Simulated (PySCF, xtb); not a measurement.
Be(OH)2 (BeH2O2), SMILES [OH][Be][OH].

GFN2-xTB run with xtb at its own geometry gives an orbital gap of 9.39 eV and a dipole moment of 0.14 D.

Coordinates come from a B3LYP-D3(BJ)/def2-TZVP optimisation. Other conformers were not sampled.

Task: What does PySCF with HF/def2-TZVPD give? (Estimate from the structure and the level; the computed values follow.)

Result: gap 14.34 eV (levels -13.36 and 0.98 eV), dipole 1.76 D.
